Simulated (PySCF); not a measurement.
A structure optimised at B3LYP-D3(BJ)/def2-TZVP, used in a PySCF frequency run:

```xyz
6

Mg     0.0098     0.5528     0.0000
N     -0.0087     2.4360     0.0000
H     -0.0167     3.0337     0.8140
H     -0.0167     3.0337    -0.8140
S      0.0775    -1.7435     0.0000
H     -1.2635    -1.8574     0.0000
```

Question: Write its SMILES, formula and point group.

Answer: [NH2][Mg][SH], H3MgNS, Cs

Question: What are its rotational constants (standard atomic weights)?

Answer: 163.21, 2.3933, 2.3884 GHz
